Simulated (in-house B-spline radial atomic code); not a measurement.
How numerical settings move a run on neutral tungsten, [Xe] 4f14 5d4 6s2. Computed with a B-spline radial code for spherical atoms: Dirac-Kohn-Sham PBE, spherical fractional occupations, Fermi nucleus of rms radius 5.3658 fm.

Command:
```bash
python run_scf.py task.json out
```
Settings of the sound reference run:
```
Z                74
electrons        74
configuration    [Xe] 4f14 5d4 6s2
hamiltonian      dirac
method           pbe,pbe
spin_polarised   False
nucleus          fermi
rms_radius       5.3658
mass_number      184
atomic_mass      183.9509
speed_of_light   137.036
knot_spacing     0.22
spline_order     8
gauss_points     12
box_radius       50
max_iterations   70
damping          0.5
damped_steps     3
diis_vectors     10
tolerance        1e-08
start            Thomas-Fermi
```

Time taken, with all properties: 1.6 s on 1 thread of Intel(R) Xeon(R) 6975P-C, on a shared host.

It converges in 11 iterations to -16163.324277 hartree, with 5d5/2 at -4.20339 eV. The other runs change the listed settings, some to values that make no sense; their results aren't properties of the atom or ion. Radii are in bohr (the nuclear one in fm), a minus after a letter asks for a j subshell, and «unchanged» means within 1e-8 hartree. The run stops when the residual is below 10 × tolerance × max(1, Z/10), or a noise floor if that is larger, and the energy moves by less than 1e-8 × √|E| hartree; so very loose and very tight tolerances often act alike.

```tsv
changed settings	outcome
spline_order = 5, max_iterations = 3, diis_vectors = 0	not converged after 3 iterations, last residual 2.6e-01, last energy +1.78e+00 hartree from the reference
max_iterations = 75, diis_vectors = 2, tolerance = 1e-05	converged in 19 iterations, energy +8.88e-07 hartree from the reference, 5d5/2 level -1.2e-02 eV
method = hf, spin_polarised = True	stopped with error: spin polarisation is not served with the Dirac Hamiltonian
electrons = 82, configuration = [Xe] 4f14 5d4 6s2 8s2 8p6, max_iterations = 75	not converged after 75 iterations, last residual 8.7e-02
spline_order = 10, gauss_points = 16, max_iterations = 100	converged in 11 iterations, energy +2.98e-06 hartree from the reference, 5d5/2 level +1.7e-06 eV
gauss_points = 4	converged in 11 iterations, energy +1.22e-05 hartree from the reference
gauss_points = 16	converged in 11 iterations, energy unchanged
gauss_points = 3	converged in 10 iterations, energy +2.91e-03 hartree from the reference, 5d5/2 level -1.4e-04 eV
electrons = 75, configuration = [Xe] 4f14 5d4 6s2 7s-1, max_iterations = 75	stopped with error: j subshells need the Dirac Hamiltonian and l > 0
damped_steps = 8	converged in 14 iterations, energy unchanged, 5d5/2 level -4.6e-05 eV
first_knot = 0.0405, max_iterations = 75, diis_vectors = 20, start = bare nucleus	converged in 13 iterations, energy +8.00e+01 hartree from the reference, 5d5/2 level -8.3e-02 eV
```

(1) What happens with knot_spacing = 1.4, box_radius = 3, max_iterations = 50, start = bare nucleus?

(2) What happens with damped_steps = 30?

(3) What happens with damped_steps = 1?

(4) What happens with gauss_points = 5?

Results:

(1) Converged in 11 iterations, energy +2.61e+02 hartree from the reference, 5d5/2 level +2.0e+01 eV (the program warns: 5d5/2 has a positive eigenvalue: unbound, held by the box; 5d3/2 has a positive eigenvalue: unbound, held by the box).

(2) Converged in 20 iterations, energy unchanged, 5d5/2 level -3.9e-05 eV.

(3) Converged in 10 iterations, energy unchanged, 5d5/2 level -6.9e-06 eV.

(4) Converged in 11 iterations, energy -3.09e-07 hartree from the reference.
